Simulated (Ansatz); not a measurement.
`C=CC[SiH](F)F` → `FC1(F)CC[SiH2]1`  (isomerisation)

Computed with Ansatz on PBE0-D4/def2-TZVP structures; ΔE is electronic, products minus reactants. CCSD(T)/CBS is the MP2 limit (def2-TZVPP, def2-QZVPP) plus CCSD(T) − MP2 in def2-TZVPP, frozen cores. Functionals use def2-TZVPP. Each species was taken in one conformer, which may not be the lowest.

```csv
level,ΔE (kJ/mol)
B2PLYP,419.6
HF/def2-QZVPP,445.4
MP2/def2-QZVPP,431.2
HF/CBS(def2),446.0
```

(1) What does CCSD(T)/CBS give? (Estimate.)

Largest T1 diagnostic among the species: 0.012.

Answers

(1) The calculation gave: +419.6 kJ/mol. The listed levels differ from it by 0.0, 25.8, 11.6, 26.4 kJ/mol.

In def2-TZVPP, CCSD(T) changes the Hartree–Fock value by −27.8 kJ/mol (the triples alone add −4.2 kJ/mol) and MP2 by −14.9 kJ/mol. From PBE to PBE0 (25 % exact exchange), in def2-TZVPP and without D4, ΔE moves by +7.9 kJ/mol.
